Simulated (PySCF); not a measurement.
4,5-dimethyl-1-hexene, C8H16.
Atom-mapped SMILES: `[CH2:1]=[CH:2][CH2:3][C@@H:4]([CH3:5])[CH:6]([CH3:7])[CH3:8]` (hydrogens: H9, H10 on C1; H11 on C2; H12, H13 on C3; H14 on C4; H15, H16, H17 on C5; H18 on C6; H19, H20, H21 on C7; H22, H23, H24 on C8)

Computed by this run: PBE0-D3(BJ)/def2-SVP geometry optimisation, gas phase (PySCF); density fitting, grid level 2; the optimiser is geomeTRIC in internal coordinates, started from a GFN2-xTB structure.

Step 0: E = -8540.8606 eV
```
atom  x, y, z in Å  |  force x, y, z in eV/Å
C1     -3.2410   -0.9933    0.2285   -0.386  -0.014   0.003
C2     -2.0152   -1.2359   -0.1958    0.695   0.138   0.329
C3     -0.7756   -0.6732    0.4204   -0.042  -0.052  -0.726
C4      0.0678    0.0962   -0.6071   -0.048   0.553   0.361
C5     -0.6720    1.3593   -1.0455    0.292  -0.587  -0.006
C6      1.4881    0.4223   -0.1016   -0.072  -0.478   0.295
C7      1.5067    1.0883    1.2730    0.017  -0.132  -0.668
C8      2.3720   -0.8245   -0.0837   -0.299   0.587  -0.121
H9     -3.4299   -0.3510    1.0733   -0.059   0.395   0.498
H10    -4.1077   -1.4265   -0.2414   -0.472  -0.276  -0.313
H11    -1.8533   -1.8872   -1.0460    0.004  -0.334  -0.434
H12    -0.1852   -1.5036    0.8165    0.211  -0.244   0.234
H13    -1.0461   -0.0160    1.2476   -0.036   0.166   0.348
H14     0.1828   -0.5418   -1.4923    0.048  -0.186  -0.211
H15    -0.8159    2.0377   -0.2080   -0.092   0.331   0.352
H16    -0.1147    1.8823   -1.8201    0.196   0.256  -0.306
H17    -1.6515    1.1002   -1.4417   -0.408  -0.001  -0.147
H18     1.9239    1.1253   -0.8218    0.090   0.168  -0.198
H19     2.5189    1.4059    1.5148    0.382   0.147   0.171
H20     0.8651    1.9651    1.2947   -0.268   0.403   0.107
H21     1.1777    0.3967    2.0445   -0.139  -0.260   0.378
H22     3.3934   -0.5569    0.1772    0.458   0.028   0.124
H23     2.0170   -1.5451    0.6493   -0.122  -0.358   0.316
H24     2.3830   -1.3047   -1.0598    0.050  -0.251  -0.390
```

Problem. Estimate the geometry and energy of step 1. (The exact step hangs on the optimiser's Hessian estimate; all steps are aligned on step 0, rigid shifts and turns removed.)

Solution. E = -8540.9367 eV, largest force 0.144 eV/Å
```
atom  x, y, z in Å  |  force x, y, z in eV/Å
C1     -3.2654   -1.0140    0.2230   -0.057   0.029   0.058
C2     -2.0222   -1.2599   -0.1909    0.003  -0.070  -0.125
C3     -0.7751   -0.6907    0.4009    0.032   0.038   0.124
C4      0.0633    0.1163   -0.6021    0.024  -0.117  -0.071
C5     -0.6676    1.3802   -1.0328   -0.039   0.076  -0.005
C6      1.4916    0.4113   -0.0972    0.003   0.099  -0.070
C7      1.5227    1.1160    1.2544    0.001   0.009   0.083
C8      2.3661   -0.8357   -0.0742    0.037  -0.080   0.011
H9     -3.4592   -0.3487    1.0724   -0.003  -0.013  -0.031
H10    -4.1348   -1.4687   -0.2605    0.025   0.004   0.006
H11    -1.8764   -1.9319   -1.0502   -0.009   0.030   0.047
H12    -0.1639   -1.5238    0.7955   -0.021   0.036  -0.022
H13    -1.0367   -0.0545    1.2654    0.017  -0.046  -0.032
H14     0.1825   -0.5174   -1.5040   -0.001   0.041   0.042
H15    -0.8167    2.0699   -0.1847    0.006  -0.026  -0.031
H16    -0.1048    1.9214   -1.8103   -0.009  -0.009   0.021
H17    -1.6644    1.1441   -1.4361    0.021   0.002   0.009
H18     1.9339    1.1031   -0.8405   -0.025  -0.039   0.032
H19     2.5469    1.4350    1.5054   -0.021  -0.010  -0.006
H20     0.8844    2.0132    1.2745    0.018  -0.021  -0.011
H21     1.1843    0.4451    2.0620    0.013   0.037  -0.017
H22     3.4043   -0.5855    0.1977   -0.029  -0.006  -0.007
H23     2.0079   -1.5723    0.6651    0.014   0.023  -0.027
H24     2.3873   -1.3327   -1.0578   -0.002   0.012   0.022
```

The energy changes by -0.0762 eV. The first-order estimate −F·Δx gives -0.1616 eV and the mean of the old and new forces, exact on a quadratic surface, -0.0761 eV. The step makes an angle of 70° with the force vector and moves no atom by more than 0.056 Å.

What follows is the cost of the whole optimisation. The run took 59 s of wall time on one thread of an AMD EPYC 9R45, no GPU, shared host with 96 logical CPUs at a one-minute load of 56, and the process peaked at 0.87 GiB of memory.
